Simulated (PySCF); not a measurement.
# Molecular orbitals of NaTl

PBE0 at R = 3.281 Å; basis Na def2-SVP, Tl def2-SVP with ECP60; scalar-relativistic core potentials; PySCF 2.14. State: triplet, unpaired electrons σ ↑↑, a second solution, started from another occupation. Only the outer orbitals are listed, counted within each symmetry, core potentials removing the inner ones.

```
spin  orbital  occ.  ε (eV)  on Na (%)            main shells (%)
   α       1δ     1  -18.52          0                   100 Tl d
   α       1δ     1  -18.52          0                   100 Tl d
   α       3π     1  -18.31          0                   100 Tl d
   α       3π     1  -18.31          0                   100 Tl d
   α       6σ     1  -18.25          0                   100 Tl d
   α       7σ     1  -11.54          3                    97 Tl s
   α       8σ     1   -4.79         26           74 Tl p, 23 Na s
   α       9σ     1   -2.60         87  76 Na s, 14 Tl p, 11 Na p
   α       4π     0   -2.54          7                    93 Tl p
   α       4π     0   -2.54          7                    93 Tl p
   α       5π     0    0.11         94                    94 Na p
   β       1δ     1  -18.50          0                   100 Tl d
   β       1δ     1  -18.50          0                   100 Tl d
   β       3π     1  -18.18          0                   100 Tl d
   β       3π     1  -18.18          0                   100 Tl d
   β       6σ     1  -18.09          0                   100 Tl d
   β       7σ     1  -10.82          3                    97 Tl s
   β       8σ     0   -2.23         31           68 Tl p, 27 Na s
   β       4π     0   -2.16          3                    97 Tl p
   β       4π     0   -2.16          3                    97 Tl p
```

**Question.** Which are the highest filled and the lowest empty level, where do they sit, and how wide is the gap?

**Answer.** Highest filled α 9σ at -2.60 eV (in %: 76 Na s, 14 Tl p, 11 Na p); lowest empty α 4π at -2.54 eV (in %: 93 Tl p); the gap at PBE0 is 0.06 eV.

```
bond order (Mayer)                               : 0.21
⟨S²⟩                                             : 2.002
charge on Na (Mulliken, basis-dependent)         : -0.18
charge on Na (Löwdin, basis-dependent)           : -0.30
dipole moment (positive dipole means Na(−)Tl(+)) : 4.02 D
```

These are scalar-relativistic numbers at best; spin–orbit coupling would shift them, the dissociation energy most.
